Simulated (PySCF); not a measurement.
**Electron correlation in Sr (strontium, neutral)**

[Kr] 4d1 5s1, high-spin 3D determinant (an excited configuration). Computed with PySCF 2.14 in def2-QZVPPD with the def2 core potential (28 electrons), with scalar relativity through the core potential. Frozen: 4s2 4p6; 2 electrons correlated.

With two correlated electrons CCSD is exact within the correlated space (frozen core and kept virtual orbitals).

| level | correlation energy (mhartree) |
| --- | --- |
| CCSD | -6.28 |

Diagnostics: T1 = 0.0020, D1 = 0.0040, largest double amplitude 0.046.

Cost of the coupled-cluster step: roughly 2.6 core-seconds, for 2 correlated electrons.
